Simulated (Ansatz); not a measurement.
Mn2Cu3⁻. Charge -1, multiplicity 9. Geometry PBE0-D4/def2-SVPD.

```xyz
5

Cu   -1.356    0.057    0.148
Cu    0.654    1.162   -0.287
Cu    0.155    0.496    1.984
Mn    0.836   -1.384    0.325
Mn   -0.289   -0.332   -2.171
```

LC-ωPBE has ω = 0.4 bohr⁻¹. At PBE-D4/def2-TZVPD, r2SCAN-D4/def2-TZVPD, r2SCANh-D4/def2-TZVPD, PBE0-D4/def2-TZVPD and others the charge -1 multiplicity 9 is spin-contaminated (final ⟨S²⟩ up to 21.94, 20.00 for a pure state). At PBE-D4/def2-TZVPD, r2SCAN-D4/def2-TZVPD, r2SCANh-D4/def2-TZVPD, PBE0-D4/def2-TZVPD the highest occupied level of the charge -1 multiplicity 9 lies above zero (up to 0.62 eV). The electron is either unbound and held by the finite basis, or the level is raised by self-interaction error. At PBE-D4/def2-TZVPD, r2SCAN-D4/def2-TZVPD an occupied level of the charge -1 multiplicity 9 lies above an empty one of the other spin, so a lower spin may lie lower. Another isomer (multiplicity 9) lies 0.15 eV lower at PBE-D4/def2-TZVPD; other spin states weren't run for this one.

(1) Estimate the α-spin orbital energies around the gap (eV) in Ansatz with PBE-D4/def2-TZVPD, r2SCAN-D4/def2-TZVPD, r2SCANh-D4/def2-TZVPD, PBE0-D4/def2-TZVPD, LC-ωPBE/def2-TZVPD.

Results:

(1) 
```tsv
orbital	PBE-D4/def2-TZVPD	r2SCAN-D4/def2-TZVPD	r2SCANh-D4/def2-TZVPD	PBE0-D4/def2-TZVPD	LC-ωPBE/def2-TZVPD
HOMO−5	-1.48	-1.81	-2.57	-3.56	-6.19
HOMO−4	-1.46	-1.80	-2.57	-3.52	-6.17
HOMO−3	-1.35	-1.73	-2.49	-3.46	-6.08
HOMO−2	-1.20	-1.46	-2.17	-3.11	-5.66
HOMO−1	-0.92	-1.21	-1.51	-1.74	-3.44
HOMO	-0.23	-0.65	-0.96	-1.09	-2.84
LUMO	0.25	0.27	0.48	0.80	2.59
LUMO+1	0.85	0.89	1.17	1.46	2.97
LUMO+2	1.84	1.81	1.93	2.12	3.52
LUMO+3	2.08	2.09	2.22	2.42	3.77
LUMO+4	2.21	2.30	2.48	2.70	4.07
LUMO+5	2.53	2.73	2.88	3.02	4.17
β HOMO	0.62	0.45	0.22	0.03	-1.65
β LUMO	0.94	1.17	1.53	1.87	3.27
```
